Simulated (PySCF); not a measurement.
Input for PySCF: R-B3LYP/LANL2DZ on C2H4BCl (SMILES C=CBCl), a point of a torsion scan.

```python
from pyscf import gto, scf, dft, mp
from pyscf.data.elements import chemcore

mol = gto.M(
    atom='''
    C    -1.20773157    0.07992505   -0.15388787
    C    -0.14335630   -0.46747194    0.43226312
    B     1.32001166   -0.26681496   -0.03928067
    Cl    1.65292583    0.00879478   -1.67920876
    H    -1.10935632    0.67330540   -1.04956187
    H    -2.20934893   -0.03639297    0.22964585
    H    -0.30923085   -1.02868277    1.34587926
    H     2.22478410   -0.32959332    0.70655001
    ''',
    basis='lanl2dz',
    ecp={'Cl': 'lanl2dz'},
    charge=0, spin=0, verbose=3, max_memory=1800)
mf = dft.RKS(mol, xc='b3lyp')
mf.conv_tol = 1e-8
mf.max_cycle = 100
mf.kernel()
if not mf.converged:
    mf = mf.newton().run(mf.mo_coeff, mf.mo_occ)
```

### Question
Predict the final total energy.

### Answer
-118.4018 hartree.
